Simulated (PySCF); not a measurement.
# `C=C[C@@H](C)[C@H]1CCN1`, C$_{7}$H$_{13}$N

Geometry (Å), atoms numbered from 1 in this order:
```xyz
21

C    -2.316    1.399   -0.012
C    -1.679    0.355   -0.509
C    -0.604   -0.407    0.202
C    -1.037   -1.864    0.385
C     0.704   -0.333   -0.602
C     1.293    1.083   -0.730
C     2.365    0.631    0.270
N     1.919   -0.754    0.105
H    -2.098    1.781    0.973
H    -3.086    1.915   -0.561
H    -1.919   -0.011   -1.499
H    -0.432    0.045    1.186
H    -1.946   -1.915    0.980
H    -1.230   -2.323   -0.582
H    -0.261   -2.439    0.885
H     0.583   -0.877   -1.544
H     1.683    1.306   -1.719
H     0.642    1.890   -0.403
H     2.228    1.050    1.273
H     3.405    0.770   -0.034
H     1.778   -1.284    0.958
```

Computed with TDDFT PBE0/def2-SVPD circular dichroism and optical rotation, one conformer, gas phase (PySCF). Geometry: GFN2-xTB.

The molecule is flexible and this is one conformer; a measurement averages over conformers. States above about 6.3 eV lie in this functional's continuum (it starts at minus the energy of the highest occupied orbital, well below the true ionisation energy for most functionals) and depend on the basis.

Task: Assign R or S to each stereocentre.

Result: C3 R, C5 R.

Task: List the lowest 12 singlet excitations with oscillator and rotatory strengths.

Result: Rotatory strengths R in 10⁻⁴⁰ esu² cm², velocity form and length form (origin at the centre of mass); f in length form.
```tsv
state	E (eV)	λ (nm)	f	R (velocity)	R (length)	main
1	5.58	222	0.036	+1.4	+2.9	HOMO→LUMO 0.93
2	5.98	207	0.007	-14.3	-14.5	HOMO→LUMO+1 0.87
3	6.39	194	0.009	-5.4	-5.5	HOMO→LUMO+2 0.88
4	6.51	190	0.010	+22.0	+20.7	HOMO→LUMO+3 0.84, HOMO→LUMO+4 0.10
5	6.76	183	0.001	+3.0	+2.3	HOMO→LUMO+4 0.73
6	7.26	171	0.142	-13.6	-15.6	HOMO−1→LUMO 0.61, HOMO−1→LUMO+1 0.31
7	7.37	168	0.008	+31.2	+29.2	HOMO→LUMO+6 0.52, HOMO→LUMO+5 0.28
8	7.38	168	0.021	-34.6	-30.5	HOMO→LUMO+5 0.37, HOMO→LUMO+6 0.29
9	7.48	166	0.145	+47.1	+48.8	HOMO−1→LUMO+1 0.47, HOMO−1→LUMO 0.18
10	7.56	164	0.010	-19.1	-18.6	HOMO−1→LUMO+2 0.57, HOMO→LUMO+7 0.14
11	7.64	162	0.002	+6.1	+5.2	HOMO→LUMO+8 0.74, HOMO−1→LUMO+2 0.14
12	7.71	161	0.033	-9.4	-9.2	HOMO→LUMO+7 0.73, HOMO→LUMO+8 0.08
```

Among the states computed, the strongest CD band (largest |R|) is state 9. The largest dissymmetry factor in size, g = 4R/(D+G), with D and G the electric and magnetic dipole strengths, is +0.038 for state 11 (velocity form, f = 0.002), among bands with |R| over 0.5. The mirror image has the same energies and oscillator strengths and all R with the opposite sign.
